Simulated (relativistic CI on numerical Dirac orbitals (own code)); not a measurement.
## What each ingredient does to the levels of Xe XL

Base calculation: Dirac-Coulomb-Breit CI, separate exchange-only KLI orbitals for each configuration, QED by a radiative potential, unscaled Slater integrals.

CI space (outside the closed core [Ne]): 3s²3p³, 3s3p⁴, 3s²3p²3d, 3p⁵, 3s3p³3d, 3p⁴3d, 3s3p²3d², 3s²3p3d4p, 3p⁴4s, 3s3p²3d4s, 3p⁴4p, 3s²3p²4s, 3s²3p²4p, 3p³3d4p, 3s²3p²4d, 3s3p³4s, 3s²3p²4f, 3s3p³4p, 3s3p³4d, 3s3p³4f, 3s²3p²5s, 3s²3p²5p, 3s²3p4s4p, 3s²3p²5d, 3s²3p²5f, 3s²3p²5g, 3s3p²4s², 3s3p³5s, 3s²3p3d², 3s²3d³, 3s3p3d³, 3s²3d²4s, 3s²3d²4p, 3s²3d²4d, 3p³3d², 3p²3d³, 3p²3d²4s, 3p²3d²4p, 3p²3d²4d, 3s²3p3d4s, 3s3p3d²4s, 3s²3d4s², 3s²3d4s4p, 3s²3d4s4d, 3s3p²3d4p, 3s3p3d²4p, 3s3p3d4s4p, 3s3p3d4p², 3s3p3d4p4d, 3p³3d4s, 3p²3d4s², 3p²3d4s4p, 3p²3d4s4d, 3s²3p4s², 3s3p3d4s², 3s²4s²4p, 3s²4s²4d, 3s²3p4p², 3s²3d4p², 3s²4s4p², 3s²4p³, 3s²4p²4d, 3s3p²4s4p, 3s3p4s²4p, 3s3p4s4p², 3s3p4s4p4d. Double excitations out of closed p, d and f shells are left out; levels of such configurations are missing from the list, as are those of other unlisted configurations, and high levels can miss mixing partners. These lack a partner that the ground configuration has and come out too high: 3s²3p²4f, 3s3p³4d, 3s3p³4f, 3s²3p²5s, 3s²3p²5p.

Variants: (1) Breit term removed; (2) only the first 3 configurations. Shifts of the energy above 3s²3p³ ²P°3/2, in cm⁻¹, for the lowest level and the first level of each name with at least 55 % of one term (blank where a level changes its place among those of its configuration and J or its character, or is not in the variant):

```csv
Level,Base,Δ(1),Δ(2)
3s²3p³ ²P°3/2,0,0,0
3s²3p³ ²D°5/2,639084,+10223,+3512
3s²3p³ ²P°1/2,721943,+8124,+10785
3s²3p²3d ⁴D1/2,1807402,+12186,-12703
```

At this charge energies of transitions that change n are usually good to better than 1 %, and those within a shell (Δn = 0) to a few per cent.

Ionisation energy from the two ground configurations alone: base 2810.67 eV; Breit term removed 2812.58 eV. The NIST ASD value (theoretical) is 2811 eV.

LS names give the leading component of a level, which can be under half, so a name can repeat, a term be missing and a line seem to break the LS rules.
